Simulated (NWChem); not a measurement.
Molecule: TiH$_{3}$I; SMILES [TiH3][I]

Program: NWChem. Medium grid unless said otherwise, to which SCAN and Minnesota functionals are sensitive. The geometry was optimised at PBE0/def2-SVP. def2 effective core potentials on I; no spin-orbit coupling.

For level PBE/def2-SVP:

```
Item                         Value
---------------------------  -----
highest occupied level (eV)  -7.32
orbital gap (eV)              3.03
```

Estimate the same quantities for level r2SCAN/def2-SVP.

The highest occupied level (eV) is -7.63. The orbital gap (eV) comes out as 3.41.
